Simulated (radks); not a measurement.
The numbers below are computed, except where a source is named.
Task: Radial electron density D(r) = 4 pi r^2 rho(r) of an atom or ion with 56 electrons. Code: a radial shooting solver on a logarithmic mesh with Libxc functionals. Model: Dirac Kohn-Sham, LDA (Slater exchange, Perdew-Zunger correlation), spin-unpolarised, spherical densities, finite nucleus; Fermi nuclear charge, rms radius of each element as measured or else 0.836 A^(1/3) + 0.57 fm.

r (bohr),D(r) (e/bohr)
0.003232,18.07
0.003732,22.13
0.00431,26.87
0.005018,32.60
0.005795,38.69
0.006693,45.28
0.007791,52.57
0.008998,59.43
0.01039,65.84
0.012,71.30
0.01397,75.46
0.01614,77.46
0.01863,77.40
0.02169,75.35
0.02505,72.28
0.02893,69.37
0.03368,68.10
0.0389,69.98
0.04493,75.42
0.05189,83.63
0.0604,92.81
0.06976,98.75
0.08056,99.24
0.09379,93.21
0.1083,83.85
0.1251,75.77
0.1456,73.47
0.1682,77.91
0.1942,84.32
0.2243,85.59
0.2611,76.26
0.3016,59.32
0.3483,42.22
0.4055,32.25
0.4683,32.01
0.5408,35.61
0.6296,36.34
0.7271,31.43
0.8397,23.34
0.9697,15.90
1.129,11.05
1.304,8.916
1.506,7.684
1.753,6.197
2.024,4.451
2.338,2.755
2.722,1.405
3.143,0.6381
3.63,0.2551
4.192,0.09237
4.881,0.02890
5.637,0.008625
6.51,0.002178
7.578,0.0003932

What is the nuclear charge?

Result: Z = 58. The innermost maximum, from 1s, lies near gamma/Z bohr with gamma = sqrt(1 - (Z/c)^2) = 0.906, here 0.0156 bohr (found: 0.0172), and its height grows with Z. The density is that of the cerium ion Ce2+ in [Kr] 4d10 4f2 5s1.5 5p6 5d0.5; the configuration itself is not fixed sharply by these data, and Z only to a few units. D(r) has 4 maxima, at r = 0.0172, 0.0756, 0.214, 0.595 bohr, and minima at 0.0334, 0.141, 0.436 bohr, inside which lie 2.02, 11.19, 29.06 electrons.
